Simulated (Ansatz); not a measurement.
Arsine (`[AsH3]`) at its PBE0-D4/def2-TZVP geometry, where that method's forces vanish. Charge 0, multiplicity 1.

```xyz
4

As   -0.1619   -0.1880   -0.5853
H    -0.4279    1.2072   -0.0392
H    -0.6777   -0.8421    0.6882
H     1.2675   -0.1771   -0.0637
```

Task: What forces (eV/Å) does r2SCAN-D4/def2-TZVPP give on these atoms in Ansatz 0.2.0? (Best estimate.)

Result: The calculation gave: 
```
As1  0.002  0.002  0.007
H2   0.017 -0.044  0.006
H3   0.027  0.033 -0.021
H4  -0.046  0.008  0.007
```
